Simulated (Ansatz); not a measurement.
Born–Oppenheimer molecular dynamics of C3H6OSSi (12 atoms, charge 0, multiplicity 1). It goes on from the last frame of an earlier run, with new velocities.

These are results of RKS CAM-B3LYP/STO-3G (Ansatz), not measurements.

```json
{
  "ensemble": "NVT, Langevin thermostat",
  "time step": "0.5 fs",
  "steps asked": "250",
  "set temperature": "500 K",
  "friction": "0.05 /fs",
  "seed": "159533"
}
```

First frame:

```xyz
12
Properties=species:S:1:pos:R:3
C 0.388 -2.388 -0.873
C -0.113 -1.267 -0.458
C -0.675 -0.100 -0.043
S -1.999 0.089 1.192
O -0.358 1.107 -0.735
Si 0.709 2.170 0.146
H 0.139 -3.042 -1.656
H 1.251 -2.752 -0.303
H -1.792 -1.182 1.656
H 1.542 1.532 1.091
H -0.106 3.025 0.977
H 1.469 2.852 -0.836
```

Question: How far do the bonds stretch over the last three quarters of this one trajectory? (Pairs bonded in most of those frames.)

Answer: 
```json
{"bond": "C1–C2", "mean (Å)": "1.309", "spread (Å)": "0.028", "shortest": "1.25", "longest": "1.38"}
{"bond": "C1–H7", "mean (Å)": "1.099", "spread (Å)": "0.026", "shortest": "1.04", "longest": "1.18"}
{"bond": "C1–H8", "mean (Å)": "1.102", "spread (Å)": "0.033", "shortest": "1.03", "longest": "1.16"}
{"bond": "C2–C3", "mean (Å)": "1.320", "spread (Å)": "0.022", "shortest": "1.27", "longest": "1.36"}
{"bond": "C3–S4", "mean (Å)": "1.811", "spread (Å)": "0.029", "shortest": "1.76", "longest": "1.86"}
{"bond": "C3–O5", "mean (Å)": "1.429", "spread (Å)": "0.030", "shortest": "1.37", "longest": "1.48"}
{"bond": "S4–H9", "mean (Å)": "1.360", "spread (Å)": "0.039", "shortest": "1.28", "longest": "1.43"}
{"bond": "O5–Si6", "mean (Å)": "1.723", "spread (Å)": "0.033", "shortest": "1.66", "longest": "1.78"}
{"bond": "Si6–H10", "mean (Å)": "1.445", "spread (Å)": "0.027", "shortest": "1.38", "longest": "1.52"}
{"bond": "Si6–H11", "mean (Å)": "1.452", "spread (Å)": "0.036", "shortest": "1.38", "longest": "1.52"}
{"bond": "Si6–H12", "mean (Å)": "1.446", "spread (Å)": "0.062", "shortest": "1.32", "longest": "1.57"}
```

Mean temperature of the second half: 597 K. The mean temperature of the second half is 19 % above the set value. A run of 0.12 ps of so small a system gives no equilibrium averages. Limits of this set-up: minimal basis.

Time of the run: 11 min on 1 thread of Arm Neoverse V1, with other jobs on the host, peak memory 0.11 GiB.
